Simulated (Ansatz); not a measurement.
The first iterations of a band of CH6Sn (8 atoms, charge 0, multiplicity 1).

Computed with RKS B3LYP/def2-SVP (Ansatz 0.2.0).

| Item | Value |
| --- | --- |
| movable images | 9 |
| climbing image | from the first iteration |
| spring | 5.0 eV/Å² |
| optimiser | fire |
| start path | through a guess of the saddle point |
| force threshold | 0.05 eV/Å |
| iteration limit | 60 |
| end points | relaxed |

Initial state:

```xyz
8
Properties=species:S:1:pos:R:3
Sn 0.177 -0.035 0.405
H -0.316 -0.299 2.034
C 2.345 0.042 0.302
H 2.766 -0.916 0.640
H 2.670 0.233 -0.730
H 2.719 0.846 0.952
H -0.501 1.448 -0.150
H -0.424 -1.320 -0.573
```

Final state:

```xyz
8
Properties=species:S:1:pos:R:3
Sn -0.998 0.029 0.359
H 1.517 -0.201 1.583
C 2.308 -0.037 0.830
H 2.851 -0.979 0.676
H 1.889 0.297 -0.132
H 2.988 0.738 1.209
H -0.580 1.347 -0.779
H -0.540 -1.195 -0.864
```

| iteration | highest image above the first end (eV) | largest band force component (eV/Å) |
| --- | --- | --- |
| 1 | 4.284 | 3.521 |
| 2 | 4.037 | 2.344 |
| 3 | 3.641 | 2.732 |
| 4 | 3.425 | 2.517 |
| 5 | 3.248 | 2.215 |
| 6 | 2.958 | 1.792 |
| 7 | 2.688 | 1.499 |
| 8 | 2.523 | 1.359 |
| 9 | 2.434 | 1.020 |
| 10 | 2.426 | 1.425 |
| 11 | 2.419 | 0.908 |
| 12 | 2.408 | 0.484 |
| 13 | 2.396 | 0.843 |
| 14 | 2.392 | 0.410 |

**Question.** Does the band converge within its limit, and where does its top end?

**Answer.** The run converged. It ended after 44 iterations with the highest image 2.288 eV above the first end. The order of the stationary point at the top wasn't checked. The orbitals stay closed-shell, which can raise the energy where a bond breaks towards radicals; this wasn't checked here.

The run took 8.5 min on 2 threads of Arm Neoverse V1 (shared host), peak memory 0.14 GiB.
